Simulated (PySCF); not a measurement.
PySCF 2.14 output of an unrestricted TPSS calculation on a single atom or ion in cc-pVTZ-PP with ECP28MDF (5s5p4d2f1g, 63 functions), with a scalar-relativistic core potential:

```
SCF conv_tol = 1e-09
number electrons alpha = 7  beta = 4
    J. Tao, J. P. Perdew, V. N. Staroverov, and G. E. Scuseria.,  Phys. Rev. Lett. 91, 146401 (2003)
    J. P. Perdew, J. Tao, V. N. Staroverov, and G. E. Scuseria.,  J. Chem. Phys. 120, 6898 (2004)
    J. Tao, J. P. Perdew, V. N. Staroverov, and G. E. Scuseria.,  Phys. Rev. Lett. 91, 146401 (2003)
    J. P. Perdew, J. Tao, V. N. Staroverov, and G. E. Scuseria.,  J. Chem. Phys. 120, 6898 (2004)
cycle= 1 E= -55.8513312436484  delta_E= -0.00256  |g|= 0.00627  |ddm|= 0.12
cycle= 2 E= -55.8513435033336  delta_E= -1.23e-05  |g|= 0.00172  |ddm|= 0.0232
cycle= 3 E= -55.8513444340089  delta_E= -9.31e-07  |g|= 0.000742  |ddm|= 0.00622
cycle= 4 E= -55.8513446408952  delta_E= -2.07e-07  |g|= 1.06e-05  |ddm|= 0.00191
cycle= 5 E= -55.8513446409472  delta_E= -5.19e-11  |g|= 6.28e-07  |ddm|= 2e-05
converged SCF energy = -55.8513446409472  <S^2> = 3.7512175  2S+1 = 4.0006087
```

The run itself started from symmetry-adapted Hartree-Fock orbitals and held the occupation by maximum overlap, on a logarithmic radial grid, so the iterations belong to that start.

Which element, charge and spin multiplicity is this?

Nb²⁺ (niobium, charge +2), multiplicity 4; the state was [Kr] 4d3, high-spin 4F determinant.

Energies and moments cover only the electrons outside the core potential.
